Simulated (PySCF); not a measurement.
# Electron correlation in Te⁺ (tellurium, charge +1)

[Kr] 4d10 5s2 5p2 6s1, high-spin 4P determinant (an excited configuration). Calculation: PySCF 2.14, in aug-cc-pwCVDZ-PP with ECP28MDF (6s5p4d1f, 48 functions); a scalar-relativistic core potential. Frozen: 4s2 4p6 4d10; 5 electrons correlated.

MP2 pair energies summed by pair of shells (mhartree):

```csv
pair,energy,share (%)
5s-5p,-24.98,47.4
5s-5s,-12.04,22.8
5s-6s,-6.42,12.2
5p-6s,-5.25,10.0
5p-5p,-4.04,7.7
```

Total MP2 correlation energy: -52.73 mhartree.

Same-spin part -13.14 and opposite-spin part -39.59 mhartree; SCS-MP2 scales them by 1/3 and 6/5 to -51.88 mhartree.
